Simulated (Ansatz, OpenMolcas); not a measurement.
C3H12GaN (SMILES C[Ga-](C)(C)[NH3+]): the vertical ionisation energy, rung by rung

The species is C3H12GaN (17 atoms), meant as a singlet with charge 0. As SMILES, `C[Ga-](C)(C)[NH3+]`. The shape is that of a PBE0-D4/def2-TZVP optimisation.

| atom | x (Å) | y (Å) | z (Å) |
| --- | --- | --- | --- |
| C | -0.7247 | 0.7673 | -1.7810 |
| Ga | 0.1555 | -0.1566 | -0.2471 |
| C | 2.0271 | 0.3651 | 0.2067 |
| C | -0.4223 | -2.0189 | 0.1762 |
| N | -0.8701 | 0.8764 | 1.3821 |
| H | -0.3378 | 0.3828 | -2.7293 |
| H | -0.5388 | 1.8457 | -1.7769 |
| H | -1.8075 | 0.6098 | -1.7933 |
| H | 2.3287 | 0.0071 | 1.1959 |
| H | 2.7277 | -0.0673 | -0.5138 |
| H | 2.1733 | 1.4493 | 0.1793 |
| H | -0.0829 | -2.3434 | 1.1646 |
| H | -0.0021 | -2.7216 | -0.5495 |
| H | -1.5097 | -2.1345 | 0.1360 |
| H | -0.5543 | 0.5317 | 2.2812 |
| H | -1.8718 | 0.7340 | 1.3236 |
| H | -0.6903 | 1.8731 | 1.3453 |

Quantity: the vertical ionisation energy (to the doublet cation), in eV. The values are calculated.

```tsv
level	kind	program	value (eV)	less CCSD(T)/6-31G*	CPU time (all runs)
SVWN5/6-31G* (spherical functions)	LDA	Ansatz	8.27	-0.14	52 s
revPBE/6-31G* (spherical functions)	GGA	Ansatz	8.08	-0.33	2 min
TPSS/6-31G* (spherical functions)	meta-GGA	OpenMolcas	8.15	-0.26	8.6 min
r2SCAN/6-31G* (spherical functions)	meta-GGA	OpenMolcas	8.27	-0.14	8.1 min
B3LYP/6-31G* (Cartesian functions)	global hybrid	Ansatz	8.38	-0.03	3.4 min
MP2/6-31G* (spherical functions)	perturbation theory	Ansatz	8.55	+0.14	52 s
CCSD(T)/6-31G* (spherical functions)	coupled cluster or CI	Ansatz	8.41	0.00	14 min
CCSD/6-31G* (spherical functions)	coupled cluster or CI	Ansatz	8.44	+0.03	9.4 min
```

Differences are taken from CCSD(T)/6-31G* (spherical functions) for orientation; it has basis-set and higher-order errors of its own. All-electron rows without a relativistic Hamiltonian named are non-relativistic. The values span 8.08 to 8.55 eV. In the correlated wave-function rows the outer d shell of Ga is correlated, in sets not made for it. CPU times are rough (shared hosts, several kinds of processor and program).
